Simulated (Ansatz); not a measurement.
Pulling on the Se4–H5 bond in GaH3Se (SMILES [GaH2][SeH]) (multiplicity 1 held, fragments rigid). Energies count from the point at 1.471 Å.
Geometry at that point (charge 0, multiplicity 1):
| atom | x (Å) | y (Å) | z (Å) |
|---|---|---|---|
| Ga | 0.2749 | 0.0112 | -1.1530 |
| H | -0.8038 | -0.5760 | -2.1169 |
| H | 1.6617 | 0.6037 | -1.5559 |
| Se | -0.3040 | -0.0284 | 1.1136 |
| H | 0.9571 | 0.5901 | 1.5522 |

Signs of static correlation in cc-pVDZ, with CASSCF(4,3), from Ansatz (a quantum-chemistry and plane-wave program) runs.

| R (Å) | T1 of restricted CCSD | ⟨S²⟩ of UHF | largest double amplitude of restricted CCSD | weight of the CASSCF reference in MRCISD | CASSCF natural occupations |
|---|---|---|---|---|---|
| 1.177 | 0.013 | 0.000 | 0.046 | 0.909 | 2.00 1.99 0.01 |
| 1.324 | 0.013 | 0.000 | 0.040 | 0.908 | 2.00 1.98 0.02 |
| 1.471 | 0.014 | 0.000 | 0.039 | 0.908 | 2.00 1.97 0.03 |
| 1.619 | 0.014 | 0.000 | 0.053 | 0.908 | 2.00 1.96 0.04 |
| 1.766 | 0.015 | 0.000 | 0.073 | 0.907 | 2.00 1.94 0.07 |
| 1.986 | 0.017 | 0.245 | 0.104 | 0.907 | 2.00 1.89 0.11 |
| 2.207 | 0.019 | 0.618 | ___ | 0.907 | 2.00 1.81 0.19 |
| 2.575 | ___ | 0.875 | 0.373 | 0.907 | 2.00 1.63 0.37 |
| 2.943 | 0.032 | 0.962 | 0.523 | 0.907 | 2.00 1.43 0.57 |
| 3.384 | 0.038 | 0.996 | 0.673 | 0.907 | 2.00 1.24 0.76 |
| 3.973 | 0.042 | 1.007 | 0.802 | 0.907 | 2.00 1.10 0.90 |
| 4.709 | 0.041 | 1.009 | 0.875 | 0.907 | 2.00 1.03 0.97 |

Q: Some entries are withheld; supply them.

A: 
- 2.207, largest double amplitude of restricted CCSD: 0.178
- 2.575, T1 of restricted CCSD: 0.025

Doubts at one or more of the structures used: active orbitals that take no part (SC-NEVPT2 on CASSCF(4,3)/cc-pVDZ); a restricted determinant that unrestricted orbitals would lower (R-CCSD(T)/cc-pVDZ); other coupled-cluster roots lie near (R-CCSD(T)/cc-pVDZ); a spin-contaminated determinant (U-CCSD(T)/cc-pVDZ); T1 above 0.05 (U-CCSD(T)/cc-pVDZ).
